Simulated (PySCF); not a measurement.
BH2Br, SMILES BrB. Geometry optimised at B3LYP-D3(BJ)/def2-TZVP.

Method: B3LYP-D3(BJ)/def2-TZVP run with PySCF.

Harmonic wavenumbers (cm⁻¹): 683, 818, 974, 1201, 2630, 2750. Rotational constants (GHz): 228.6, 11.42, 10.87; symmetry number 2.

**Question.** Work out the zero-point energy and the ideal-gas rigid-rotor harmonic-oscillator thermochemistry at 298.15 K and 1 atm.

**Answer.** ZPE = ½ Σ hcν = ½ × 9054 cm⁻¹ = 12.94 kcal/mol. H − E(el) = 15.47 kcal/mol. Entropy in cal/(mol K): translation 39.49, rotation 18.59, vibration 0.67, total 58.75. G − E(el) = -2.04 kcal/mol. Cp = 10.05 cal/(mol K).
